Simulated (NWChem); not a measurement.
System: AlH4 anion; SMILES [AlH4-]

Input file for NWChem:

```
start job
memory heap 200 mb stack 900 mb global 1100 mb
charge -1
geometry units angstroms noautosym nocenter noautoz
  Al     0.000000     0.000000     0.000000
  H     -0.948775     0.948775    -0.948788
  H      0.948775    -0.948775    -0.948788
  H     -0.948775    -0.948775     0.948788
  H      0.948775     0.948775     0.948788
end
basis spherical
  * library 6-31g**
end
dft
  odft
  mult 1
  xc b3lyp
  iterations 150
end
property
  spinspin 3 1 2 1 3 2 3
end
task dft property
```

Sets without diffuse functions describe the anion's extra electron poorly. All runs use the structure optimised with B3LYP/def2-SVPD.

Isotropic indirect couplings, all four terms, static geometry, non-relativistic.

Atoms are numbered as in the input.

What results follow from this input? (B3LYP/6-31G** (spherical d).) Quantities: J(27Al atom 1, 1H atom 2) (Hz); J(1H atom 2, 1H atom 3) (Hz).


- J(27Al atom 1, 1H atom 2) (Hz) = 144.9
- J(1H atom 2, 1H atom 3) (Hz) = 2.2
